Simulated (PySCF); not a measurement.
Members of one series of related molecules.

All values: B3LYP/def2-SVPD (PySCF) at GFN2-xTB geometries, gas phase, one conformer each. Core orbitals are frozen in the response; Δα² is half the sum of the squared differences of the principal polarisabilities.

Problem. Rank by HOMO energy, highest first.
A. `[SiH3][Si@@H]([Si@H](F)[SiH3])O`
B. `[SiH3]C[Si@H](O)[SiH3]`
C. `O[Si@@H]([SiH3])[SiH2][SiH2][SiH3]`
D. `[SiH3][SiH2][Si@H]([SiH3])S`
E. `O[Si@@H]([SiH3])[SiH2]N[SiH3]`

Solution. D (-6.86 eV), E (-7.04 eV), C (-7.39 eV), A (-7.61 eV), B (-7.94 eV).

Problem. Rank by dipole moment, lowest first.
A. `[OH:1][Si@@H:2]([SiH3:3])[SiH2:4][NH:5][SiH3:6]` with H–O1–Si2–Si3 56°, O1–Si2–Si4–N5 -168°, Si2–Si4–N5–Si6 -51°
B. `[OH:1][Si@@H:2]([SiH3:3])[SiH2:4][SiH2:5][SiH3:6]` with H–O1–Si2–Si3 -64°, O1–Si2–Si4–Si5 70°, Si2–Si4–Si5–Si6 -77°
C. `[SiH3:1][SiH2:2][Si@H:3]([SiH3:4])[SH:5]` with Si1–Si2–Si3–Si4 90°, Si2–Si3–S5–H -61°
D. `[OH:1][Si@@H:2]([SiH3:3])[Si@H:4]([F:5])[SiH3:6]` with H–O1–Si2–Si3 -173°, O1–Si2–Si4–F5 27°
E. `[OH:1][Si@H:2]([SiH3:3])[CH2:4][SiH3:5]` with H–O1–Si2–Si3 176°, O1–Si2–C4–Si5 179°

Solution. A (0.32 D), D (0.81 D), B (1.02 D), C (1.21 D), E (1.80 D).

All values together:

| SMILES | formula | μ (D) | HOMO (eV) | LUMO (eV) | α (Å³) | Δα (Å³) | electrons | α per electron (Å³) |
| --- | --- | --- | --- | --- | --- | --- | --- | --- |
| O[Si@@H]([SiH3])[SiH2]N[SiH3] | H11NOSi4 | 0.32 | -7.04 | -1.30 | 18.33 | 4.12 | 82 | 0.224 |
| [SiH3][SiH2][Si@H]([SiH3])S | H10SSi4 | 1.21 | -6.86 | -1.28 | 21.16 | 5.83 | 82 | 0.258 |
| O[Si@@H]([SiH3])[Si@H](F)[SiH3] | FH9OSi4 | 0.81 | -7.61 | -1.83 | 17.79 | 5.32 | 82 | 0.217 |
| O[Si@H]([SiH3])C[SiH3] | CH10OSi3 | 1.80 | -7.94 | -0.54 | 14.81 | 3.51 | 66 | 0.224 |
| O[Si@@H]([SiH3])[SiH2][SiH2][SiH3] | H12OSi5 | 1.02 | -7.39 | -1.34 | 23.52 | 11.56 | 90 | 0.261 |

Conformers: `[OH:1][Si@@H:2]([SiH3:3])[SiH2:4][NH:5][SiH3:6]` with H–O1–Si2–Si3 56°, O1–Si2–Si4–N5 -168°, Si2–Si4–N5–Si6 -51°; `[SiH3:1][SiH2:2][Si@H:3]([SiH3:4])[SH:5]` with Si1–Si2–Si3–Si4 90°, Si2–Si3–S5–H -61°; `[OH:1][Si@@H:2]([SiH3:3])[Si@H:4]([F:5])[SiH3:6]` with H–O1–Si2–Si3 -173°, O1–Si2–Si4–F5 27°; `[OH:1][Si@H:2]([SiH3:3])[CH2:4][SiH3:5]` with H–O1–Si2–Si3 176°, O1–Si2–C4–Si5 179°; `[OH:1][Si@@H:2]([SiH3:3])[SiH2:4][SiH2:5][SiH3:6]` with H–O1–Si2–Si3 -64°, O1–Si2–Si4–Si5 70°, Si2–Si4–Si5–Si6 -77°.
